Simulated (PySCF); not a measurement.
## Removing the step error of a finite difference

System: C$_{2}$H$_{9}$F$_{2}$NSi$_{2}$, singlet, geometry from GFN2-xTB, atoms displaced at random by about 0.08 Å a coordinate. Level: PySCF with HF/STO-3G, gradient. Sums are taken with unrounded values, so a last digit can differ.

Central differences of the energy along z of atom 11 gave a gradient component of 0.020702 Eh/bohr at step 0.05 and 0.026186 Eh/bohr at step 0.2 (atomic units).

**Question.** Extrapolate to zero step.

**Answer.** The leading error of a symmetric difference goes as h², so A(h) = A0 + c h². Then c = (0.026186 - (0.020702))/(0.2² - 0.05²) = 0.146 (atomic units) and A0 = 0.020702 - c × 0.05² = 0.020336 Eh/bohr. The analytic value from the same program and level is 0.020338 Eh/bohr: the smaller step missed it by 0.000363, the extrapolation by -0.000003.
